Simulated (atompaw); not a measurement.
# What one change does to a pseudopotential (barium, PAW (atompaw))

- Element: Ba (Z = 56)
- Generator: atompaw 4.2.0.5
- Type: PAW
- Functional: PBEsol
- Relativity: scalar-relativistic
- Frozen core: [Kr] 4d10
- Valence charge: 10
- Reference configuration: 5s2 5p6 5d0 6s2 6p0
- Partial waves: 5s (bound): rc 2.65 bohr; 6s (bound): rc 3.00 bohr; 5p (bound): rc 2.20 bohr; 6p (bound, empty): rc 3.00 bohr; 5d (bound, empty): rc 3.00 bohr; 5d channel at 2.25 Ry: rc 3.00 bohr
- Local potential: troulliermartins scheme with l = 3 at 0 Ry, radius 2.55 bohr
- Core correction: smooth core density matched at 1.50 bohr
- Augmentation charge: sinc compensation charge, radius 2.60 bohr; PAW radius 3.00 bohr; waves and projectors: custom polynom2 7 10 vanderbiltortho

All-electron outer shells of the reference configuration (PBEsol, scalar-relativistic, ld1.x):

```csv
shell,level (eV),outermost node (bohr),outermost maximum (bohr)
4p,-180.78,0.35,0.65
4d,-89.61,0.32,0.70
5s,-33.70,0.80,1.47
5p,-18.74,0.86,1.67
6s,-3.25,1.97,4.16
5d,-2.03,1.00,2.49
6p,-1.23,2.36,5.40
```

Change: wave 5s (bound): rc 2.65 bohr becomes 5s (bound): rc 2.08 bohr.

Cutoffs: the cutoffs (Ry, on a coarse ladder) from which the occupation-weighted sum of valence levels, in a spherical-Bessel basis at the reference potential, stays within 10 and 1 mRy of its value at 400 Ry; they do not see the model core or the augmentation charge, which bear on the density cutoff.

Problem. What does the change do?

Solution. The potential gets softer (12 Ry and 35 Ry → 10 Ry and 21 Ry); both files keep a bound ghost (s).

```csv
quantity,base,changed
"cutoff, loose",12 Ry,10 Ry
"cutoff, tight",35 Ry,21 Ry
loose cutoff by channel (10 mRy a level),"s 8 Ry, p 8 Ry","s 6 Ry, p 8 Ry"
bound ghosts,s,s
s: phases at 3.01 bohr within 0.05 rad from the reference energy up to (Ry; the scan ends near 5),0.4,0.4
p: phases at 3.01 bohr within 0.05 rad from the reference energy up to (Ry; the scan ends near 5),-0.1,-0.1
d: phases at 3.01 bohr within 0.05 rad from the reference energy up to (Ry; the scan ends near 5),2.8,2.8
lowest overlap eigenvalue by channel,"s 0.59, p 0.25, d 0.85","s 0.37, p 0.25, d 0.85"
```

 A true bound ghost makes a file unfit for plane-wave use even where its test errors are small: the radial tests pick states by their node count and pass the ghost by. The cutoffs see the waves, projectors and local potential, not the compensation charge or the core.
